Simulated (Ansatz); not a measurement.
The first iterations of a band of CH4ClIn (7 atoms, charge 0, multiplicity 1).

All numbers below come from Ansatz, RKS r2SCAN/def2-SVP.

```json
{
 "movable images": "7",
 "climbing image": "yes",
 "spring": "5.0 eV/Å²",
 "optimiser": "quadratic models (default)",
 "start path": "through a guess of the saddle point",
 "force threshold": "0.05 eV/Å",
 "iteration limit": "60",
 "end points": "relaxed"
}
```

Initial state:

```xyz
7
Properties=species:S:1:pos:R:3
In -0.507 -0.893 -0.374
Cl 1.234 -2.511 -0.509
H -2.013 -1.556 -0.864
C 0.225 0.999 0.335
H 0.207 0.993 1.436
H 1.262 1.146 0.002
H -0.408 1.822 -0.026
```

Final state:

```xyz
7
Properties=species:S:1:pos:R:3
In -1.554 0.265 -0.650
Cl 0.238 -2.377 -0.375
H -0.635 -3.140 -0.937
C 0.245 1.191 0.355
H 0.395 0.776 1.370
H 1.171 0.999 -0.218
H 0.140 2.286 0.457
```

| iteration | highest image above the first end (eV) | largest band force component (eV/Å) |
| --- | --- | --- |
| 1 | 2.167 | 2.266 |
| 2 | 1.754 | 1.449 |
| 3 | 1.617 | 2.614 |

Task: Does the band converge within its limit, and where does its top end?

Result: The forces met the threshold. It ended after 10 iterations with the highest image 1.682 eV above the first end. A vibrational analysis at the climbing image gives one clearly imaginary mode, 819i cm⁻¹: a first-order saddle point. The orbitals stay closed-shell, which can raise the energy where a bond breaks towards radicals; this wasn't checked here.

Time of the run: 3 min on 2 threads of Arm Neoverse V1, with other jobs on the host, peak memory 0.14 GiB.
